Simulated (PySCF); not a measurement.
Computed spin Hamiltonian

Compound: C₂H₆FO₂Si₂ (doublet state).
Geometry (GFN2-xTB, Å), atoms numbered from 1 in this order:
```xyz
13
C2H6FO2Si2 angstrom
O      1.9798    1.9028   -0.5102
Si     1.8779    0.3028   -0.7569
O      0.9718   -0.4515    0.3827
C     -0.3766   -0.5632    0.4574
Si    -1.3846    0.0664   -1.0202
C     -0.8853   -1.0965    1.5616
F     -2.2187   -1.2474    1.7129
H      2.0440    2.2856    0.3676
H      3.1380   -0.3888   -0.5428
H     -2.7946   -0.1794   -0.7340
H     -1.1149    1.4989   -1.1631
H     -0.9116   -0.6771   -2.1907
H     -0.3296   -1.4518    2.4179
```

The hyperfine couplings belong to this conformer and change with its torsions.

The species is `O[SiH]O/C([SiH3])=C/F` [radical].

Computed, not measured: PySCF, UKS B3LYP, pcH-1 on C F H O Si, non-relativistic, mean-field spin-orbit, GIAO. The structure is a single GFN2-xTB conformer in the gas phase; no vibrational or solvent corrections. Couplings are sensitive to structure, and on GFN2-xTB geometries they can be far from those on DFT ones, by a factor of two or more for some ions and for spin on atoms past the first row. Stability of the SCF solution: not tested.

- g1, g2, g3: 2.00108, 2.00214, 2.00227
- g_iso: 2.00183
- Form of g: close to axial: the two nearest values differ by 11 % of g3 − g1
- ⟨S²⟩: 0.7514 (exact 0.7500)
- HOMO–LUMO gap, α and β orbitals: 5.70, 3.83 eV
- Basis functions: 255

Isotropic coupling and dipolar principal values T1 to T3, in mT (MHz turned into mT with g_iso):

```csv
atom,isotope,a_iso,of which spin–orbit,T1,T2,T3,Mulliken spin population
O1,17O,-3.64,0.00,-0.44,0.19,0.24,0.01
Si2,29Si,-26.81,0.04,-5.18,2.55,2.63,0.78
O3,17O,-0.25,0.00,-1.16,0.56,0.59,0.06
C4,13C,0.15,0.00,-0.05,-0.03,0.08,-0.02
Si5,29Si,0.00,0.00,-0.12,0.04,0.08,0.03
C6,13C,0.08,0.00,-0.02,0.01,0.02,0.01
F7,19F,0.01,0.00,-0.10,-0.06,0.15,0.00
H8,1H,1.86,0.00,-0.15,-0.10,0.25,0.02
H9,1H,7.04,0.00,-0.24,-0.03,0.27,0.09
H10,1H,0.32,0.00,-0.04,-0.03,0.07,0.01
H11,1H,0.24,0.00,-0.10,-0.06,0.16,0.00
H12,1H,0.66,0.00,-0.13,-0.07,0.20,0.00
H13,1H,-0.02,0.00,-0.04,-0.03,0.07,0.00
```

Largest spin populations (Mulliken): Si2 (+0.78), H9 (+0.09) and O3 (+0.06). No atom but Si2 exceeds +0.15. The angles at Si2 add up to 324.7°, so it is pyramidal.

Axes: g1 points within 10° of the Si2–H9 bond.

Under fast tumbling the dipolar parts average out, and these isotropic splittings remain: 1 × 1H (H9, I = 1/2, 2 lines) with 7.04 mT, 1 × 1H (H8, I = 1/2, 2 lines) with 1.86 mT and 3 × 1H (H10/H11/H12, I = 1/2, 4 lines) with 0.41 mT.

Class means assume fast exchange of nuclei equivalent by connectivity; if that motion is slow, each nucleus keeps its own coupling. The three 1H nuclei of mean +11.4 MHz run from 6.8 to 18.5 MHz in the frozen geometry.

The 17O coupling of O1 (-101.9 MHz) shows only in satellite lines or after enrichment, since that isotope makes up about 0.038 % of natural oxygen.

The 29Si coupling of Si2 (-751.3 MHz) shows only in satellite lines or after enrichment, since that isotope makes up about 4.7 % of natural silicon.

Hardware: one thread of an Arm Neoverse V1, no GPU, shared host with 32 logical CPUs at a one-minute load of 8.8. Cost: 65 s of wall time (with the writing of density and orbital grids), 0.91 GiB resident at most.
